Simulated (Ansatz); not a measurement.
GeH$_{5}$ISSi (`S[SiH2][GeH2][I]`), charge 0, multiplicity 1.

**Question.** Give a relaxed structure at PBE0-D4/def2-TZVP (Ansatz 0.2.0). (Estimate.)

**Answer.** The calculation gave: 
Cartesian coordinates in Å:
```
S -0.923 1.508 1.624
Si -1.110 0.402 -0.187
Ge 1.029 -0.466 -0.771
I 1.767 -1.712 1.310
H -0.240 0.527 2.248
H -1.595 1.366 -1.208
H -2.061 -0.735 -0.084
H 1.038 -1.499 -1.910
H 2.095 0.609 -1.024
```
This is one stationary point; other conformers may exist.
